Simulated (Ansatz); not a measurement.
Input file for Ansatz (a first-principles code): R-CCSD(T)/cc-pV(D+d)Z on CH4Si (SMILES C[SiH]), a point of a torsion scan. Files ending in .json are basis or fitting sets from the Basis Set Exchange.

Ansatz 0.2 input:
```yaml
crystal:
  periodic: [false, false, false]
  atoms:
    - {symbol: C, position_ang: [-0.54661363, 0.04442207, -0.00519554]}
    - {symbol: Si, position_ang: [1.23670376, 0.75027114, -0.03629137]}
    - {symbol: H, position_ang: [-0.67398183, -0.67025355, -0.81822153]}
    - {symbol: H, position_ang: [-1.32726449, 0.79964815, -0.10413160]}
    - {symbol: H, position_ang: [-0.73530329, -0.50135282, 0.91839219]}
    - {symbol: H, position_ang: [0.95707861, 2.05568000, -0.71323167]}
basis:
  gaussian:
    orbitals: cc-pV_D+d_Z.json
magnetization: {spin_polarized: false}
correlation: {method: ccsd_t, electrons: outside_noble_gas}
scf: {lower_state_search: off}
```

Program output:

```
WARN ansatz: RAYON_NUM_THREADS=1 ignored (pool sized by the plan → 1); use --threads N
Functional definition: HF
these checks for a lower state are left out or cut short: stability, starts, cluster_reference, orbital_swaps, neighbouring_geometries, increment
integrals: 0.03 GiB planned
560 factors; integrals over basis functions are off by at most 1.1e-3 eV
mean field: 0.09 GiB planned
mean field evaluation 1: about -8953.0071 eV, gradient 2.1e1 eV
mean field evaluation 2: about -8953.0074 eV, gradient 2.1e1 eV
mean field evaluation 4: about -8954.3856 eV, gradient 2.0e0 eV
mean field evaluation 8: about -8954.4087 eV, gradient 7.2e-4 eV
mean field -8954.40868815 eV, -329.0684497732 hartree, gradient 1.3e-6 eV, S^2 0.000000; 0 other end points of the search recorded, 0 dependent functions left out
6 core orbitals not correlated
reference -8954.40868815 eV, -329.0684497732 hartree; 6, 6 occupied and 45, 45 virtual orbitals, 560 factors
second order -6.31391491 eV of doubles, -0.00000000 eV of singles
coupled cluster: 0.10 GiB planned
cycle   1  -7.06767721 eV  change   -7.5e-1 eV  update   7.2e-2
cycle   2  -7.38051213 eV  change   -3.1e-1 eV  update   2.9e-2
cycle   3  -7.40788275 eV  change   -2.7e-2 eV  update   1.0e-2
cycle   4  -7.40615101 eV  change    1.7e-3 eV  update   4.3e-3
cycle   5  -7.40629979 eV  change   -1.5e-4 eV  update   1.5e-3
cycle   6  -7.40619846 eV  change    1.0e-4 eV  update   5.4e-4
cycle   7  -7.40619710 eV  change    1.4e-6 eV  update   1.7e-4
cycle   8  -7.40623953 eV  change   -4.2e-5 eV  update   6.0e-5
cycle   9  -7.40623291 eV  change    6.6e-6 eV  update   2.6e-5
cycle  10  -7.40623678 eV  change   -3.9e-6 eV  update   1.3e-5
perturbative correction -0.19571856 eV, -0.0071925243 hartree
Total energy: -8962.01064349 eV, -329.3478164791 hartree
Checks for a lower state left out: stability, starts, cluster_reference, orbital_swaps, neighbouring_geometries, increment
```

The run converged.

Cost: very roughly 0.9 core-seconds.
